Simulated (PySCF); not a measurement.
Point-charge models of `C(c1pccc(Cl)c1)=O` against its computed dipole.

Coordinates (GFN2-xTB, Å) and charges (e) from the PBE0/pcSseg-1 density (PySCF):

```tsv
atom	x	y	z	Mulliken	IAO	Hirshfeld	ESP-fitted
O1	3.016	-1.462	0.334	-0.3504	-0.3859	-0.2173	-0.4064
C2	2.456	-0.409	0.154	+0.3686	+0.2509	+0.1112	+0.3023
C3	1.002	-0.294	0.081	-0.5949	-0.2745	-0.0729	+0.2803
C4	0.393	0.935	-0.132	+0.1538	-0.1324	-0.0437	-0.4481
C5	-0.979	1.085	-0.206	-0.2654	-0.0026	+0.0240	+0.1935
Cl6	-1.625	2.670	-0.476	-0.0625	-0.0200	-0.0161	-0.0750
C7	-1.869	0.023	-0.075	+0.0800	-0.1270	-0.0397	-0.2591
C8	-1.461	-1.272	0.142	-0.3792	-0.3701	-0.0970	-0.0122
P9	0.180	-1.831	0.289	+0.6063	+0.4446	+0.1422	-0.1110
H10	3.020	0.535	0.032	+0.0716	+0.1040	+0.0460	+0.0318
H11	1.019	1.811	-0.244	+0.1130	+0.1673	+0.0537	+0.1997
H12	-2.927	0.238	-0.148	+0.1158	+0.1724	+0.0566	+0.1675
H13	-2.230	-2.029	0.231	+0.1433	+0.1732	+0.0529	+0.1368
```

Task: Form Σ q r in debye for every column and set it beside the full dipole.

Result: The full density gives (-2.23, 1.68, -0.34) D, 2.81 D in size; dipole vectors point from the negative to the positive end.

```tsv
scheme	μx	μy	μz	size (D)	share of the full size (%)	angle to the full dipole (°)
Mulliken	-0.67	-2.02	0.30	2.15	76	109
IAO	-1.86	0.31	-0.11	1.89	67	28
Hirshfeld	-1.53	0.60	-0.15	1.65	59	16
ESP-fitted	-2.21	1.60	-0.32	2.74	98	1
```

Task: Which set comes closest?

Result: Length of the difference vector: ESP-fitted 0.09 D, Hirshfeld 1.30 D, IAO 1.44 D, Mulliken 4.07 D. Closest: ESP-fitted. 

Task: What is left for the Hirshfeld atoms' own dipoles?

Result: The shares of the density sum to the whole, so what Σ q r misses lies in dipoles about the nuclei. The atomic dipoles sum to (-2.23, 1.68, -0.34) − (-1.53, 0.60, -0.15) = (-0.70, 1.08, -0.19) D, 1.30 D in size.

Task: With the origin at the mean of the coordinates, (0.000, 0.000, -0.001) Å, which are the largest single terms, by size, of the IAO dipole along the direction of the full one?

Result: O1 +6.12, P9 -2.72, C2 -2.66, H12 +2.05, C3 +1.29 D; all 13 atoms together +1.67 D. The single terms depend on the origin, their sum doesn't.

Task: Give the size of the full dipole in other units.

Result: 2.81 D = 1.107 au = 0.586 e·Å = 9.38 × 10⁻³⁰ C·m.

Geometry: GFN2-xTB, one conformer, isolated molecule.

Conformer computed: `[O:1]=[CH:2][c:3]1[cH:4][c:5]([Cl:6])[cH:7][cH:8][p:9]1`: O1–C2–C3–C4 180°.
